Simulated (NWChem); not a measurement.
Molecule: CdHI; SMILES [I][CdH]

```xyz
3

Cd     0.0169     1.3202     0.0000
H      0.0407     2.9844     0.0000
I     -0.0074    -1.2828     0.0000
```
Atoms are numbered in this order, from 1.

Structure relaxed at the PBE0/def2-SVP level. def2 effective core potentials on Cd, I; no spin-orbit coupling.

**Question.** List the 4 lowest vertical singlet excitations from CAM-B3LYP/def2-SVP with def2 effective core potentials on Cd, I, TDA (NWChem).

**Answer.** 
```tsv
state	energy (eV)	oscillator strength	leading excitation (squared amplitude)
S1	5.31	0.026	HOMO−1 → LUMO+2 (0.94)
S2	5.31	0.026	HOMO → LUMO+2 (0.95)
S3	5.62	0.000	HOMO → LUMO+1 (0.50)
S4	5.66	0.000	HOMO−1 → LUMO+1 (0.50)
```
